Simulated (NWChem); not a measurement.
System: CH$_{5}$F$_{2}$NSi; SMILES N[SiH2]C(F)F

The following NWChem deck was run.

```
start job
memory heap 200 mb stack 900 mb global 1100 mb
geometry units angstroms noautosym nocenter noautoz
  N     -0.636275     1.985112     0.198579
  Si     0.578115     0.818766    -0.181053
  C     -0.075466    -0.885298     0.407799
  F     -1.244656    -1.153714    -0.246553
  F      0.813066    -1.866632     0.098752
  H     -0.380724     2.951776     0.362285
  H     -1.552427     1.919505    -0.231698
  H      0.920258     0.636283    -1.627624
  H      1.810344     1.173205     0.580813
  H     -0.284634    -0.945273     1.492671
end
basis spherical
  * library def2-svp
end
dft
  xc pbe0
  iterations 150
end
cosmo
  do_cosmo_smd true
  solvent water
end
task dft energy
```

Geometry: optimised at PBE0/def2-SVP. Solvent: water.

Level: PBE0/def2-SVP with SMD (1 M gas to 1 M solution), gas-phase geometry. Reactions with the solvent are ignored.

Task: Predict the main results of this run. (PBE0/def2-SVP, SMD on the gas-phase geometry.) Quantities: solvation free energy (kcal/mol); cavity-dispersion-structure term (kcal/mol); dipole in solution (D).

Result: 
```yaml
solvation free energy (kcal/mol): -1.1
cavity-dispersion-structure term (kcal/mol): 4.6
dipole in solution (D): 3.35
```
